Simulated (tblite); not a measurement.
C6H8FNSi (charge -1 and doublet state).
Geometry (GFN2-xTB, Å), atoms numbered from 1 in this order:
```xyz
17
C6H8FNSi angstrom
C     -2.226   -1.722   -0.194
C     -0.932   -1.279   -0.172
C     -0.501    0.049   -0.034
C     -1.241    1.245   -0.034
C     -0.341    2.307    0.052
C      0.927    1.789    0.111
N      0.863    0.393    0.078
Si     2.184   -0.669    0.248
F      2.604   -1.568   -1.082
H     -3.059   -1.051   -0.069
H     -2.461   -2.765   -0.339
H     -0.149   -2.026   -0.272
H     -2.311    1.316   -0.110
H     -0.587    3.358    0.060
H      1.879    2.282    0.192
H      3.396    0.136    0.380
H      1.946   -1.782    1.175
```

Calculated harmonic vibrations of the isolated species, GFN2-xTB (tblite), most abundant isotopes, no scaling. The method is semi-empirical: single wavenumbers can be off by several per cent or more. Modes of hydrogen on silicon can be 10 to 20 % off. One conformer, not necessarily the lowest. Open shells enter through the occupations alone, without spin polarisation, and single modes of such species can be off by tens of per cent.

Harmonic wavenumbers (cm⁻¹): 52.1, 100.7, 126.1, 136.1, 183.1, 233.0, 270.4, 449.4, 478.6, 489.7, 503.3, 535.5, 546.0, 559.7, 589.7, 601.0, 648.8, 671.4, 680.5, 704.5, 783.1, 806.8, 841.5, 874.3, 994.5, 1024.0, 1094.5, 1132.1, 1181.8, 1239.6, 1265.2, 1293.7, 1403.4, 1413.4, 1487.7, 1499.1, 1593.6, 2158.2, 2238.0, 2991.1, 3052.2, 3061.2, 3090.7, 3102.4, 3115.0.

A = 1831, B = 1199, C = 768.2 MHz; mass 141.041 u (most abundant isotopes); point group C1, symmetry number 1; spin multiplicity 2.

Problem. Zero-point energy?

Solution. Half the sum of the wavenumbers: 25648 cm⁻¹ = 306.82 kJ/mol.

Problem. What is S at 350 K and 1 bar for an ideal gas of classical rigid rotors and harmonic oscillators?

Solution. Translation 173.91, rotation 125.99, vibration 139.66, spin (R ln 2) 5.76: S = 445.3 J/(mol K).

Problem. And Cp and H(350 K) − H(0)?

Solution. Cp = 189.65 J/(mol K), of which vibrations give 156.40 (their classical limit is 45 R = 374.2); H(350 K) − H(0) = 38.40 kJ/mol without the zero-point energy, 26.76 from vibrations.

Problem. Blend soft modes into free rotors: weight 1/[1 + (100 cm⁻¹/ν̃)⁴] for the oscillator and the rest for a rotor with moment μB/(μ + B), μ = h/(8π²ν), B = 10⁻⁴⁴ kg m². What vibrational entropy results?

Solution. 131.62 J/(mol K) in place of 139.66, which changes −T·S at 350 K by +2.81 kJ/mol.

Problem. How do the functions run with temperature in this model?

Solution. 
```csv
T (K),S (J/(mol K)),Cp (J/(mol K)),H − H(0) (kJ/mol),G − H(0) (kJ/mol),ln q(vib)
150,328.3,96.4,9.44,-39.79,2.53
250,389.1,145.8,21.56,-75.71,5.01
298.15,416.7,168.0,29.12,-95.11,6.25
400,471.9,208.3,48.36,-140.40,8.92
600,567.7,263.9,96.01,-244.63,14.12
900,685.0,313.2,183.28,-433.23,21.35
```

q(vib) and H(0) count from the zero-point level.

Problem. What must be added to the electronic energy to get the Gibbs energy at 350 K and 1 bar?

Solution. ZPE + [H(350 K) − H(0)] − T·S = 306.82 + 38.40 − 155.86 = 189.36 kJ/mol.

Problem. Which modes carry the vibrational entropy at 350 K?

Solution. 52.1 cm⁻¹: 21.14; 100.7 cm⁻¹: 15.71; 126.1 cm⁻¹: 13.87; 136.1 cm⁻¹: 13.25; 183.1 cm⁻¹: 10.87; 233.0 cm⁻¹: 8.98 J/(mol K); the other 39 give 55.84 together.

Hindered rotation and anharmonicity are outside this model. Other conformers, if any are populated, would add a mixing term that is left out. The structure is chiral; the term R ln 2 for an equal mix with its mirror image is left out.

Time: 2.7 s wall. Hardware: one thread of an Intel Xeon at 2.50 GHz, shared host with 64 logical CPUs at a one-minute load of 54. The figure is for the frequency step alone.
